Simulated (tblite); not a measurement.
Compound: C14H10OSSe.
Atom-mapped SMILES: `[CH3:1][Se:2][c:3]1[cH:4][cH:5][cH:6][c:7]2[o:8][c:9]3[cH:10][cH:11][cH:12][cH:13][c:14]3[c:15](=[S:16])[c:17]12` (hydrogens: H18, H19, H20 on C1; H21 on C4; H22 on C5; H23 on C6; H24 on C10; H25 on C11; H26 on C12; H27 on C13)

Computed with GFN2-xTB (tblite), gas phase: L-BFGS steps from a force-field or distance-geometry start until the largest atomic force falls under 0.01 eV/Å.

Step 127: E = -1239.7270 eV
```
atom  x, y, z in Å  |  force x, y, z in eV/Å
C1      4.2662   -0.8989    0.4429    0.036  -0.018   0.067
Se2     2.8962   -1.3186   -0.9179   -0.049   0.016   0.011
C3      1.9126    0.2975   -0.6621   -0.017  -0.092   0.048
C4      2.5970    1.4859   -0.4551   -0.025  -0.060   0.052
C5      1.9173    2.6423   -0.1141    0.000   0.010   0.027
C6      0.5656    2.5982    0.1665   -0.019  -0.006  -0.006
C7     -0.1194    1.3996    0.0118   -0.021   0.001  -0.084
O8     -1.4086    1.3729    0.4174   -0.012  -0.038   0.042
C9     -2.1066    0.2151    0.3191   -0.060   0.018  -0.045
C10    -3.3198    0.1508    0.9987   -0.034  -0.008   0.003
C11    -4.1287   -0.9548    0.8479   -0.028   0.037  -0.023
C12    -3.7554   -1.9780   -0.0187    0.026  -0.020  -0.013
C13    -2.5345   -1.9454   -0.6541    0.029   0.043   0.003
C14    -1.6605   -0.8674   -0.4588    0.021   0.013   0.056
C15    -0.3062   -0.8408   -0.9618   -0.050   0.036   0.038
S16     0.2962   -1.9990   -1.9802    0.060   0.014   0.010
C17     0.5081    0.2685   -0.5449   -0.009  -0.033  -0.016
H18     5.0059   -0.1847    0.0940   -0.012  -0.007  -0.021
H19     3.7514   -0.5254    1.3287    0.094   0.021  -0.088
H20     4.7648   -1.8336    0.6891   -0.021  -0.023  -0.064
H21     3.6702    1.5117   -0.5571   -0.003   0.015  -0.076
H22     2.4608    3.5700   -0.0336   -0.014   0.051   0.051
H23     0.0121    3.4564    0.5102    0.074   0.044   0.035
H24    -3.5969    0.9704    1.6429   -0.018   0.029  -0.051
H25    -5.0588   -1.0132    1.3949    0.023  -0.008  -0.064
H26    -4.4236   -2.8072   -0.1818   -0.015  -0.076   0.010
H27    -2.2256   -2.7455   -1.3119    0.043   0.040   0.097
```

Step 128: E = -1239.7314 eV
```
atom  x, y, z in Å  |  force x, y, z in eV/Å
C1      4.2798   -0.9014    0.4362    0.027  -0.005   0.024
Se2     2.8946   -1.3224   -0.9093   -0.062   0.007   0.024
C3      1.9099    0.2915   -0.6438    0.044  -0.080  -0.008
C4      2.5950    1.4814   -0.4459   -0.027  -0.053   0.076
C5      1.9150    2.6386   -0.1098   -0.019   0.036   0.038
C6      0.5620    2.6009    0.1677   -0.011  -0.025  -0.009
C7     -0.1215    1.4014    0.0172   -0.040  -0.004  -0.105
O8     -1.4131    1.3763    0.4132   -0.028  -0.028   0.056
C9     -2.1104    0.2187    0.3133   -0.117   0.048  -0.003
C10    -3.3258    0.1557    0.9898   -0.039  -0.002   0.053
C11    -4.1314   -0.9520    0.8430   -0.044  -0.022  -0.041
C12    -3.7580   -1.9780   -0.0209    0.027  -0.001  -0.024
C13    -2.5387   -1.9408   -0.6597    0.002  -0.005   0.049
C14    -1.6639   -0.8657   -0.4608    0.000   0.064   0.062
C15    -0.3080   -0.8409   -0.9537   -0.016   0.012   0.014
S16     0.2982   -2.0023   -1.9663    0.066   0.012   0.004
C17     0.5056    0.2667   -0.5322    0.016  -0.042  -0.017
H18     5.0127   -0.1887    0.0739    0.023   0.027  -0.034
H19     3.7767   -0.5216    1.3244    0.076   0.014  -0.050
H20     4.7850   -1.8330    0.6777   -0.032  -0.045  -0.048
H21     3.6681    1.5130   -0.5516   -0.024  -0.015  -0.067
H22     2.4616    3.5636   -0.0316   -0.007   0.090   0.046
H23     0.0042    3.4616    0.5008    0.110   0.024   0.035
H24    -3.6077    0.9697    1.6405    0.015   0.032  -0.093
H25    -5.0596   -1.0130    1.3924    0.012  -0.002  -0.057
H26    -4.4234   -2.8114   -0.1785    0.000  -0.048   0.006
H27    -2.2268   -2.7412   -1.3139    0.048   0.010   0.069
```

Problem. Estimate the geometry and energy of step 129. (The exact step hangs on the optimiser's Hessian estimate; all steps are aligned on step 128, rigid shifts and turns removed.)

Solution. E = -1239.7360 eV, largest force 0.148 eV/Å
```
atom  x, y, z in Å  |  force x, y, z in eV/Å
C1      4.3033   -0.8961    0.4236    0.038   0.036  -0.048
Se2     2.8894   -1.3307   -0.8941   -0.021   0.004   0.073
C3      1.9068    0.2805   -0.6213    0.069  -0.045  -0.047
C4      2.5935    1.4706   -0.4255   -0.015  -0.004   0.080
C5      1.9134    2.6310   -0.0991   -0.018   0.034   0.031
C6      0.5570    2.6014    0.1666    0.010  -0.030  -0.014
C7     -0.1259    1.4017    0.0173   -0.061  -0.020  -0.093
O8     -1.4200    1.3794    0.4058   -0.028   0.009   0.059
C9     -2.1190    0.2241    0.3052   -0.120   0.064   0.040
C10    -3.3338    0.1613    0.9822   -0.071  -0.071   0.039
C11    -4.1373   -0.9488    0.8364   -0.011   0.001  -0.017
C12    -3.7644   -1.9757   -0.0257   -0.048  -0.033  -0.026
C13    -2.5483   -1.9338   -0.6674    0.047  -0.050   0.048
C14    -1.6707   -0.8623   -0.4635   -0.044   0.071   0.035
C15    -0.3121   -0.8439   -0.9448    0.020  -0.020  -0.011
S16     0.2994   -2.0169   -1.9430    0.060   0.035   0.020
C17     0.5015    0.2614   -0.5209    0.050  -0.025  -0.011
H18     5.0287   -0.1874    0.0340   -0.003  -0.019  -0.016
H19     3.8212   -0.5004    1.3157    0.057   0.000  -0.040
H20     4.8130   -1.8246    0.6656   -0.036  -0.045  -0.043
H21     3.6685    1.5064   -0.5303   -0.093  -0.042  -0.050
H22     2.4644    3.5535   -0.0215   -0.015   0.098   0.044
H23    -0.0046    3.4663    0.4865    0.144  -0.009   0.032
H24    -3.6191    0.9690    1.6380    0.025   0.073  -0.097
H25    -5.0609   -1.0126    1.3904   -0.037  -0.002  -0.034
H26    -4.4285   -2.8139   -0.1767    0.039   0.009  -0.002
H27    -2.2353   -2.7326   -1.3215    0.059  -0.020   0.050
```

The energy changes by -0.0045 eV. The first-order estimate −F·Δx gives -0.0065 eV and the mean of the old and new forces, exact on a quadratic surface, -0.0045 eV. The step makes an angle of 81° with the force vector and moves no atom by more than 0.050 Å.

The cost below is that of the whole relaxation. On one thread, Arm Neoverse V2 (aarch64), no GPU, on a shared host, this took 3.6 s.
